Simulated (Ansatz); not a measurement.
Steps of a relaxation of `C[O][Ga]([Cl])[O]C` with RKS PBE-D4/def2-SVP.

```sh
$ ansatz run in.yaml --threads 4 --pin off --events-out ev --progress --plain --max-ram 11315MiB
```

```yaml
crystal:
  periodic: [false, false, false]
  atoms:
    - {symbol: C, position_ang: [-1.245100, -1.434000, -0.011100]}
    - {symbol: O, position_ang: [-1.839200, -0.125900, 0.190900]}
    - {symbol: Ga, position_ang: [-0.579000, 1.070100, -0.047600]}
    - {symbol: Cl, position_ang: [-0.386800, 1.169300, 2.693200]}
    - {symbol: O, position_ang: [0.498800, 1.705000, -0.251300]}
    - {symbol: C, position_ang: [1.541200, 0.857300, -0.540600]}
    - {symbol: H, position_ang: [-0.447300, -1.566000, 0.707000]}
    - {symbol: H, position_ang: [-2.043900, -2.139900, 0.106000]}
    - {symbol: H, position_ang: [-0.887900, -1.431800, -1.013100]}
    - {symbol: H, position_ang: [1.701600, 0.143700, 0.330900]}
    - {symbol: H, position_ang: [2.458700, 1.424400, -0.695100]}
    - {symbol: H, position_ang: [1.305800, 0.272600, -1.435000]}
basis:
  gaussian: {orbitals: def2-SVP}
hamiltonian: {xc: pbe, dispersion: d4}
relax: {f_tol: 0.03, max_steps: 200}
```

Positions (Å) and forces (eV/Å) along the path, 11 of 28 steps:

```xyz
12
step=1 energy=-71121.3431 eV
C    -1.245   -1.434   -0.011   -0.727    1.820    0.406
O    -1.839   -0.126    0.191   -0.631    0.021   -0.756
Ga   -0.579    1.070   -0.048  -48.264  -26.568   13.336
Cl   -0.387    1.169    2.693   -0.045   -0.009   -1.601
O     0.499    1.705   -0.251   44.915   28.364   -9.747
C     1.541    0.857   -0.541    2.974   -1.455    0.268
H    -0.447   -1.566    0.707    0.679   -0.562    0.717
H    -2.044   -2.140    0.106   -0.675   -1.040    0.202
H    -0.888   -1.432   -1.013    0.752   -0.835   -1.584
H     1.702    0.144    0.331    0.108    0.447   -0.472
H     2.459    1.424   -0.695    0.636    0.194   -0.162
H     1.306    0.273   -1.435    0.278   -0.376   -0.608
12
step=4 energy=-71132.5904 eV
C    -1.317   -1.420   -0.037   -0.195    0.126   -0.101
O    -2.007   -0.170    0.142    0.377   -0.099   -0.349
Ga   -0.733    1.066    0.503   -0.191    0.043   -0.295
Cl   -0.427    1.206    2.576    0.085    0.213    1.155
O     0.605    1.869   -0.409   -0.097   -0.327   -0.168
C     1.630    0.875   -0.583   -0.237    0.273   -0.175
H    -0.502   -1.588    0.717   -0.150   -0.045   -0.077
H    -2.060   -2.236    0.093    0.041   -0.052   -0.018
H    -0.871   -1.513   -1.060   -0.055   -0.071    0.118
H     1.767    0.214    0.310    0.080    0.054   -0.019
H     2.584    1.410   -0.752    0.148   -0.052   -0.057
H     1.408    0.232   -1.466    0.194   -0.062   -0.013
12
step=7 energy=-71132.8869 eV
C    -1.476   -1.541   -0.060   -0.185    0.026    0.149
O    -1.894   -0.184    0.118    0.192   -0.239    0.100
Ga   -0.628    0.964    0.706   -0.037   -0.008    0.074
Cl   -0.550    1.416    2.820   -0.041    0.016   -0.167
O     0.584    1.727   -0.389    0.203   -0.173    0.066
C     1.779    0.988   -0.648    0.135    0.157    0.111
H    -0.820   -1.923    0.769   -0.142    0.058   -0.151
H    -2.383   -2.195   -0.074    0.165    0.171   -0.032
H    -0.933   -1.691   -1.022    0.003   -0.020   -0.009
H     2.204    0.484    0.264   -0.085    0.145   -0.230
H     2.567    1.695   -1.017   -0.240   -0.165    0.062
H     1.627    0.206   -1.431    0.032    0.033    0.026
12
step=9 energy=-71132.9826 eV
C    -1.541   -1.628   -0.073   -0.062    0.190    0.073
O    -1.803   -0.289    0.365    0.061   -0.614   -0.045
Ga   -0.569    0.921    0.855    0.047   -0.085    0.201
Cl   -0.759    1.740    2.852   -0.030   -0.039   -0.286
O     0.671    1.640   -0.224    0.441   -0.115   -0.088
C     1.874    1.020   -0.677   -0.082    0.143    0.028
H    -1.012   -2.250    0.702   -0.156    0.244   -0.225
H    -2.519   -2.132   -0.283    0.208    0.219    0.096
H    -0.947   -1.674   -1.022   -0.033    0.058    0.162
H     2.518    0.631    0.157   -0.188    0.110   -0.176
H     2.479    1.786   -1.228   -0.203   -0.165    0.165
H     1.685    0.179   -1.390   -0.002    0.056    0.096
12
step=14 energy=-71133.1846 eV
C    -1.281   -1.511   -0.131    0.050   -0.017    0.002
O    -1.541   -0.498    0.819   -0.024    0.040    0.017
Ga   -0.566    0.978    1.103    0.014   -0.017    0.021
Cl   -1.276    2.273    2.650   -0.002   -0.005   -0.025
O     0.887    1.542    0.220   -0.032    0.054    0.014
C     1.696    0.798   -0.666    0.012   -0.076    0.006
H    -0.685   -2.342    0.315    0.010    0.001   -0.021
H    -2.249   -1.942   -0.466   -0.011    0.001   -0.006
H    -0.742   -1.159   -1.040   -0.022   -0.006    0.005
H     2.481    0.224   -0.119   -0.001   -0.009   -0.019
H     2.218    1.505   -1.346   -0.003    0.009   -0.003
H     1.135    0.077   -1.304    0.009    0.026    0.010
12
step=16 energy=-71133.1738 eV rejected
C    -1.267   -1.503   -0.134   -0.057   -0.273   -0.304
O    -1.541   -0.484    0.809    0.002   -0.087   -0.044
Ga   -0.571    0.995    1.087    0.039    0.059    0.055
Cl   -1.325    2.315    2.592   -0.005    0.001   -0.011
O     0.918    1.546    0.253    0.026   -0.103   -0.017
C     1.697    0.773   -0.643    0.093    0.017   -0.183
H    -0.445   -2.202    0.213   -0.379    0.327   -0.213
H    -2.210   -2.116   -0.258    0.526    0.261    0.038
H    -0.991   -1.106   -1.159   -0.104   -0.253    0.493
H     2.362    0.037   -0.114   -0.190    0.168   -0.127
H     2.361    1.478   -1.207   -0.131   -0.222    0.115
H     1.088    0.211   -1.403    0.180    0.107    0.196
12
step=17 energy=-71133.1924 eV
C    -1.265   -1.497   -0.138   -0.029   -0.006   -0.008
O    -1.544   -0.486    0.811   -0.005   -0.022   -0.005
Ga   -0.566    0.986    1.106    0.001    0.015    0.003
Cl   -1.309    2.303    2.617   -0.002    0.004    0.002
O     0.903    1.538    0.243    0.019   -0.011   -0.004
C     1.689    0.774   -0.651   -0.004    0.026   -0.013
H    -0.529   -2.242    0.245    0.009    0.011   -0.002
H    -2.210   -2.044   -0.350    0.025    0.000    0.008
H    -0.883   -1.113   -1.111   -0.005    0.007    0.001
H     2.409    0.112   -0.116   -0.006   -0.009    0.007
H     2.286    1.475   -1.275   -0.001   -0.012    0.007
H     1.096    0.137   -1.347   -0.003   -0.003    0.004
12
step=21 energy=-71133.2033 eV
C    -1.241   -1.457   -0.163    0.000    0.001   -0.011
O    -1.546   -0.477    0.810    0.007   -0.003   -0.004
Ga   -0.581    1.007    1.105   -0.018    0.023    0.023
Cl   -1.344    2.344    2.588    0.003   -0.004   -0.007
O     0.917    1.524    0.267    0.003   -0.006    0.000
C     1.674    0.724   -0.621    0.003   -0.007   -0.005
H    -0.311   -2.026    0.070    0.008    0.005   -0.004
H    -2.077   -2.189   -0.189    0.002   -0.004    0.004
H    -1.135   -1.042   -1.193   -0.009   -0.004    0.002
H     2.321   -0.007   -0.082   -0.001   -0.003    0.002
H     2.344    1.391   -1.206    0.001   -0.001    0.000
H     1.057    0.152   -1.352    0.002    0.003   -0.001
12
step=22 energy=-71133.2012 eV rejected
C    -1.226   -1.436   -0.179    0.001   -0.154   -0.124
O    -1.550   -0.468    0.804    0.043   -0.007   -0.021
Ga   -0.597    1.025    1.096    0.019    0.003    0.046
Cl   -1.358    2.364    2.579   -0.003   -0.001   -0.019
O     0.927    1.513    0.285   -0.023   -0.023    0.004
C     1.666    0.694   -0.603    0.012    0.005   -0.028
H    -0.209   -1.894   -0.032   -0.295    0.122   -0.067
H    -1.982   -2.262   -0.106    0.232    0.209   -0.056
H    -1.276   -1.023   -1.224    0.022   -0.165    0.248
H     2.278   -0.069   -0.067   -0.021    0.014   -0.002
H     2.369    1.344   -1.169   -0.008   -0.014    0.007
H     1.036    0.159   -1.351    0.021    0.011    0.012
12
step=23 energy=-71133.2051 eV
C    -1.236   -1.447   -0.171    0.012   -0.055   -0.034
O    -1.546   -0.473    0.808    0.015   -0.011   -0.014
Ga   -0.585    1.013    1.108   -0.009    0.011   -0.007
Cl   -1.354    2.358    2.580    0.002   -0.003   -0.001
O     0.922    1.518    0.276   -0.001   -0.012   -0.001
C     1.671    0.711   -0.613    0.008   -0.004    0.005
H    -0.262   -1.963    0.018   -0.080    0.046   -0.026
H    -2.032   -2.226   -0.146    0.070    0.059   -0.002
H    -1.208   -1.036   -1.210   -0.007   -0.034    0.076
H     2.300   -0.037   -0.075   -0.007    0.005   -0.007
H     2.359    1.370   -1.186   -0.005   -0.006    0.007
H     1.049    0.158   -1.355    0.001    0.005    0.004
12
step=28 energy=-71133.2084 eV
C    -1.227   -1.440   -0.175    0.001    0.002   -0.005
O    -1.534   -0.472    0.811   -0.014   -0.004    0.000
Ga   -0.594    1.029    1.099    0.010   -0.005    0.000
Cl   -1.382    2.388    2.546   -0.002    0.003    0.001
O     0.938    1.508    0.298    0.002    0.005   -0.006
C     1.667    0.694   -0.602    0.013   -0.018   -0.014
H    -0.184   -1.826   -0.107    0.002   -0.002   -0.001
H    -1.909   -2.305   -0.033    0.003    0.002    0.001
H    -1.383   -1.064   -1.213    0.001    0.000    0.007
H     2.193   -0.146   -0.088   -0.017    0.026   -0.020
H     2.446    1.324   -1.086   -0.020   -0.022    0.013
H     1.044    0.256   -1.417    0.022    0.015    0.025
```

Hardware: 4 threads of an Arm Neoverse V1 on a shared host. Wall time 56 s, peak host memory 0.21 GiB.
